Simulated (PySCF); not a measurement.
## Calculated data, BGeH₅NO, C₂H₇BGe, CH₄BGeO, C₂H₆GeSi

Calculation on a computer-drawn molecule: optimised geometry and harmonic frequencies of an isolated molecule of the commonest isotopes, restricted reference for singlets and unrestricted otherwise, frozen core in MP2; on germanium a core potential holds 10 electrons, which the energies leave out, and 3d is frozen in MP2 and coupled-cluster steps. Program: PySCF 2.14.0.

Common to all runs: charge 0; method HF; basis and core potential on germanium cc-pVDZ-PP ECP10MDF.

(1) BGeH₅NO

Start structure:
```xyz
9
BGeH5NO
N     -0.3822     1.3435     0.5230
B     -1.4110     0.5551     0.2654
Ge    -1.3141    -1.4470     1.0517
O      0.3182    -1.2905     1.9592
H     -0.2339     2.3404     0.1646
H      0.4017     1.0308     1.1098
H     -2.3610     0.8637    -0.3142
H     -2.1691    -1.4332     2.4032
H      1.1237    -1.5718     1.3861
```

| Property | Result |
| --- | --- |
| multiplicity | 2 |
| basis | cc-pVDZ |
| rotational constants | 8.231, 3.316, 2.394 GHz |
| total energy | -450.3232 hartree |
| spin squared | 0.76 |
| convergence status largest gradient component | 1.306e-05 hartree/bohr |

Drawn bonds:
```tsv
atom	other atom	order
1	2	1
2	3	1
3	4	1
1	5	1
1	6	1
2	7	1
3	8	1
4	9	1
```

Optimised structure:
```xyz
9
BGeH5NO
N     -0.3452     1.4687     0.3831
B     -1.4609     0.6529     0.3631
Ge    -1.1636    -1.2931     1.0421
O      0.5293    -1.2388     1.6694
H     -0.3460     2.4121     0.0529
H      0.5319     1.1595     0.7537
H     -2.5070     1.0480    -0.0702
H     -2.0710    -1.8353     2.1709
H      0.8047    -1.9829     2.1838
```

Modes:
```tsv
frequency (cm⁻¹)	reduced mass (dalton)
111	3.567
139	2.744
207.2	1.089
313.5	4.998
450.9	1.076
541.7	3.155
619.2	1.171
681.8	1.371
696.3	11.39
754.8	1.068
917.3	1.115
948.6	1.113
966.6	1.156
1214	1.474
1396	3.644
1749	1.223
2132	1.021
2710	1.098
3791	1.05
3899	1.099
4164	1.067
```

(2) C₂H₇BGe

Start structure:
```xyz
11
C2H7BGe
B     -0.5154     1.3140    -2.5436
C     -1.3708     1.3859    -1.2156
Ge    -1.1624    -0.4952    -0.2691
C      0.8769    -0.3892     0.1412
H     -0.9722     0.9217    -3.4646
H      0.5739     1.6411    -2.5258
H     -0.9314     2.0339    -0.4314
H     -2.4360     1.4983    -1.2776
H      1.4083    -0.5159    -0.7333
H      1.1709    -1.1137     0.8232
H      1.1555     0.5980     0.5503
```

| Property | Result |
| --- | --- |
| multiplicity | 1 |
| basis | cc-pVDZ |
| rotational constants | 6.819, 3.47, 2.545 GHz |
| total energy | -397.8366 hartree |
| convergence status largest gradient component | 1.084e-05 hartree/bohr |

Drawn bonds:
```tsv
atom	other atom	order
1	2	1
2	3	1
3	4	1
1	5	1
1	6	1
2	7	1
2	8	1
4	9	1
4	10	1
4	11	1
```

Optimised structure:
```xyz
11
C2H7BGe
B     -0.4879     1.3597    -2.4379
C     -1.3851     1.3269    -1.1810
Ge    -1.1350    -0.4055    -0.1254
C      0.8562    -0.3752     0.0996
H     -0.8972     0.9548    -3.4966
H      0.6564     1.7256    -2.3791
H     -1.0847     2.0568    -0.4155
H     -2.4568     1.3979    -1.3718
H      1.3119    -0.7653    -0.8204
H      1.1622    -1.0259     0.9219
H      1.2574     0.6290     0.2598
```

Modes:
```tsv
frequency (cm⁻¹)	reduced mass (dalton)
72.33	2.148
128	1.046
180.1	2.806
213.1	1.987
293.3	1.384
488.1	4.55
546.5	3.124
632.2	1.265
714.3	1.065
808.5	1.168
855.3	1.2
988.7	1.238
1051	2.732
1117	1.449
1182	1.233
1334	1.248
1346	1.219
1531	1.149
1534	1.054
1556	1.066
2647	1.055
2710	1.125
3141	1.055
3143	1.049
3225	1.092
3251	1.096
3263	1.105
```

(3) CH₄BGeO

Start structure:
```xyz
8
CH4BGeO
B      0.6267    -3.5117    -0.0733
C      0.0656    -2.2625    -0.4721
Ge    -0.6981    -1.1634     1.0419
O     -0.0853    -1.7906     2.6581
H      1.0959    -4.5495     0.3390
H     -0.0329    -1.7728    -1.3849
H      0.2018     0.1342     1.1038
H     -0.3226    -2.6206     2.9205
```

| Property | Result |
| --- | --- |
| multiplicity | 2 |
| basis | cc-pVDZ |
| rotational constants | 8.274, 4.418, 2.93 GHz |
| total energy | -433.0600 hartree |
| spin squared | 0.771 |
| convergence status largest gradient component | 3.127e-05 hartree/bohr |

Drawn bonds:
```tsv
atom	other atom	order
1	2	2
2	3	1
3	4	1
1	5	1
2	6	1
3	7	1
4	8	1
```

Optimised structure:
```xyz
8
CH4BGeO
B      0.6289    -3.4827    -0.1190
C      0.0952    -2.2539    -0.4585
Ge    -0.5720    -1.2465     1.0382
O     -0.1407    -2.3233     2.4123
H      1.0778    -4.5195     0.2015
H     -0.0063    -1.8434    -1.4547
H      0.1130     0.1320     1.2360
H     -0.3447    -1.9996     3.2771
```

Modes:
```tsv
frequency (cm⁻¹)	reduced mass (dalton)
94.05	1.848
131.8	3.759
199	1.404
293.7	3.707
536.9	1.138
610.9	4.127
700.4	2.26
710.5	2.013
721.4	1.159
753.4	1.243
844.3	1.28
921.9	1.158
1024	1.295
1525	5.716
2080	1.021
2951	1.131
3369	1.093
4166	1.067
```

(4) C₂H₆GeSi

Start structure:
```xyz
10
C2H6GeSi
C     -2.2880     0.2109     0.0758
Si    -0.5856     0.0440     0.2566
C      0.2707    -0.6667    -1.3095
Ge     0.9041     0.3420     2.0693
H     -2.8667    -0.0098    -0.8040
H     -2.8837     0.6009     0.8667
H      0.7766    -1.6032    -1.1663
H      1.0191     0.0925    -1.7303
H     -0.4737    -0.8234    -2.1694
H     -0.3036     0.7684     2.9430
```

| Property | Result |
| --- | --- |
| multiplicity | 1 |
| basis | cc-pV(D+d)Z |
| rotational constants | 6.145, 1.713, 1.351 GHz |
| total energy | -661.4700 hartree |
| convergence status largest gradient component | 3.256e-05 hartree/bohr |

Drawn bonds:
```tsv
atom	other atom	order
1	2	2
2	3	1
2	4	1
1	5	1
1	6	1
3	7	1
3	8	1
3	9	1
4	10	1
```

Optimised structure:
```xyz
10
C2H6GeSi
C     -2.2343     0.2256     0.1512
Si    -0.5448    -0.0441     0.1385
C      0.2962    -0.6759    -1.4265
Ge     0.7791     0.3792     2.1533
H     -2.8850     0.0544    -0.7021
H     -2.7357     0.5897     1.0412
H      0.8057    -1.6253    -1.2409
H      1.0465     0.0359    -1.7814
H     -0.4378    -0.8277    -2.2213
H     -0.5207     0.8438     2.9199
```

Modes:
```tsv
frequency (cm⁻¹)	reduced mass (dalton)
93.97	1.493
120.9	1.285
135.6	3.643
202.8	3.172
216.8	1.447
335.5	5.05
598.9	1.012
645.8	1.058
695.3	2.938
778.3	1.389
828.7	1.263
883.9	1.454
894.3	1.237
1024	4.122
1387	1.239
1508	1.209
1548	1.052
1554	1.05
2026	1.021
3169	1.035
3247	1.101
3262	1.103
3284	1.058
3377	1.112
```
